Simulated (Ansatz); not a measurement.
Hf2N2. Total charge 0; triplet. Geometry r2SCAN-D4/def2-TZVP; atoms count from 1.

```xyz
4

Hf   -0.8988    0.1081   -1.0788
Hf    0.8988   -0.1082    1.0788
N     1.0109    0.1978   -0.8223
N    -1.0109   -0.1977    0.8224
```

In the def2 sets Hf takes a core potential; there is no spin–orbit coupling. At PBE0-D4/def2-TZVP a broken-symmetry singlet of charge 0 lies 0.12 eV below the triplet, each at its own geometry. The structure comes from a short search, and lower isomers may exist.

(1) Estimate the Mulliken populations from the PBE0/def2-TZVP orbitals of Ansatz.

(2) Where does the spin sit?

(3) And the Mayer bond orders between bonded heavy atoms (over 0.3)?

Results:

(1) 
```csv
atom,charge (e),spin (α − β),d electrons
Hf1,0.65,1.07,2.11
Hf2,0.65,1.07,2.11
N3,-0.65,-0.07,–
N4,-0.65,-0.07,–
```
Mulliken values and Mayer orders depend strongly on the basis.

(2) Summed by element: Hf 2.15, N -0.15, of 2 unpaired in all. Largest on single atoms: Hf1 1.07, Hf2 1.07, N3 -0.07.

(3) Hf1–Hf2 0.53 (2.82 Å); Hf1–N3 1.56 (1.93 Å); Hf1–N4 1.56 (1.93 Å); Hf2–N3 1.56 (1.93 Å); Hf2–N4 1.56 (1.93 Å).
